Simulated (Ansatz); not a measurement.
Cost and result up the ladder for Cu4N4Cl4H12 (relaxed from a model of [CuCl(NH3)]4 cubane, whose bonding it doesn't keep) (24 atoms). Charge 0, multiplicity 1. Geometry: PBE-D4/def2-SVP.

```
atom    x (Å)    y (Å)    z (Å)
 Cu1   1.4836   0.6013   0.0588
  N2   1.5422   2.6177  -0.1589
 Cl3   2.2746  -1.1083   1.2829
 Cu4   0.0288  -1.5921   0.1601
  N5   1.0765  -2.5285  -1.3061
 Cl6   1.2798   0.4568  -2.4905
 Cu7  -0.6862   0.3234  -1.4101
  N8  -2.5807  -0.3942  -1.5676
 Cl9  -1.6618   2.2983  -0.1128
Cu10  -0.8294   0.6699   1.1959
 N11  -0.0371   0.3049   3.0311
Cl12  -1.8947  -1.6477   1.3218
 H13   1.8691   2.8052  -1.1178
 H14   0.5448   2.9071  -0.1199
 H15   2.0782   3.2123   0.4864
 H16   1.9798  -2.8028  -0.8938
 H17   1.2783  -1.7783  -1.9959
 H18   0.6912  -3.3384  -1.8082
 H19  -2.8824  -0.9382  -2.3860
 H20  -3.2150   0.4108  -1.4637
 H21  -2.7023  -0.9822  -0.7198
 H22   0.8748  -0.1502   2.8287
 H23  -0.6322  -0.4088   3.4764
 H24   0.1200   1.0620   3.7090
```

Ansatz on 4 threads of Arm Neoverse V1 on a shared host. Times are rough, and most runs start from the orbitals of an earlier one. PBE0-D4/def2-SVP serves as the yardstick here, not as an exact answer. Differences are given only for rows in sets of like size (and for xTB, whose basis is part of the method), since another set adds its own error. Binding counts from free atoms at the same level (Cu doublet, N quartet, Cl doublet, H doublet; other spins of the atoms weren't run), without zero-point energy or a counterpoise term.

The 6-31G sets use Cartesian d functions. B3LYP takes the VWN-RPA correlation. Correlated methods freeze 60 core orbitals.

Correlated methods converge slowly with the basis, most of all in double-zeta sets.

```json
{"level": "PBE-D4/def2-SVP", "functions": "312", "wall time": "15 s"}
{"level": "HF/6-31G", "functions": "228", "wall time": "15 s"}
{"level": "B3LYP-D4/6-31G", "functions": "228", "wall time": "22 s"}
{"level": "r2SCAN-D4/def2-SVP", "functions": "312", "wall time": "32 s"}
{"level": "PBE0-D4/def2-SVP (with forces)", "functions": "312", "wall time": "36 s"}
{"level": "MP2/def2-SVP", "functions": "312", "wall time": "36 s"}
```

Problem. Estimate what each level gives for the binding energy per atom (eV).

Solution. 
```tsv
level	binding energy per atom (eV)	difference from PBE0-D4/def2-SVP (eV)
PBE-D4/def2-SVP	3.41	0.12
HF/6-31G	2.25	–
B3LYP-D4/6-31G	3.36	–
r2SCAN-D4/def2-SVP	3.37	0.08
PBE0-D4/def2-SVP (with forces)	3.28	0.00
MP2/def2-SVP	3.05	-0.23
```
